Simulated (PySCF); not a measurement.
Bi(OH)2(OMe) (CH5BiO3), SMILES C[O][Bi]([OH])[OH].

Geometry optimised at PBE0-D3(BJ)/def2-SVP. The structure was generated by enumeration; whether it is a known compound was not checked. The def2 effective core potentials stand for the cores of Bi; spin–orbit coupling is left out. One conformer was computed; it need not be the lowest.

These are TDA-PBE/def2-SVPD run with PySCF values and carry that method's errors.

Vertical excitations. The molecule is in vacuum.

| state | energy (eV) | λ (nm) | f | main pairs |
|---|---|---|---|---|
| S1 | 4.50 | 276 | 0.002 | HOMO→LUMO+1 92 % |
| S2 | 4.59 | 270 | 0.007 | HOMO→LUMO 81 % |
| S3 | 4.92 | 252 | 0.006 | HOMO−1→LUMO 79 % |
| S4 | 5.08 | 244 | 0.006 | HOMO→LUMO+2 58 %, HOMO−1→LUMO+1 28 % |
| S5 | 5.14 | 241 | 0.024 | HOMO−1→LUMO+1 42 %, HOMO→LUMO+2 31 %, HOMO−1→LUMO+2 10 % |
| S6 | 5.21 | 238 | 0.002 | HOMO−2→LUMO+1 59 %, HOMO−2→LUMO 29 % |
| S7 | 5.33 | 233 | 0.010 | HOMO−2→LUMO 53 %, HOMO−2→LUMO+1 27 % |
| S8 | 5.42 | 229 | 0.001 | HOMO−3→LUMO 94 % |
| S9 | 5.64 | 220 | 0.001 | HOMO−3→LUMO+1 72 %, HOMO−2→LUMO+2 16 % |
| S10 | 5.94 | 209 | 0.030 | HOMO→LUMO+3 74 % |
| T1 | 4.16 | 298 | 0 | HOMO→LUMO 96 % |
| T2 | 4.29 | 289 | 0 | HOMO→LUMO+1 95 % |
| T3 | 4.62 | 268 | 0 | HOMO−1→LUMO 68 %, HOMO−1→LUMO+1 26 % |
| T4 | 4.68 | 265 | 0 | HOMO−1→LUMO+1 67 %, HOMO−1→LUMO 24 % |
Triplets are in the Tamm–Dancoff approximation.
